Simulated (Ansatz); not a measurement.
Hg5⁺. Charge 1, multiplicity 2. Geometry PBE0/def2-SVP; atoms count from 1.

```xyz
5

Hg   -0.6686   -1.8734   -0.1729
Hg   -1.3979    0.3121    2.0578
Hg    0.6648    1.8668    0.1705
Hg    2.3490   -0.8533    0.2015
Hg   -0.9473    0.5478   -2.2569
```

In the def2 sets Hg takes a core potential; there is no spin–orbit coupling. Another isomer (doublet) lies 0.27 eV lower at PBE0/def2-TZVP; other spin states weren't run for this one.

(1) Estimate the Mulliken populations from the PBE0/def2-TZVP orbitals of Ansatz.

(2) Where does the spin sit?

Results:

(1) 
```csv
atom,charge (e),spin (α − β),d electrons
Hg1,0.19,0.23,10.00
Hg2,0.20,0.18,9.99
Hg3,0.19,0.23,10.00
Hg4,0.20,0.18,9.99
Hg5,0.20,0.18,9.99
```
Mulliken values and Mayer orders depend strongly on the basis.

(2) Summed by element: Hg 1.00, of 1 unpaired in all. Largest on single atoms: Hg3 0.23, Hg1 0.23, Hg5 0.18.
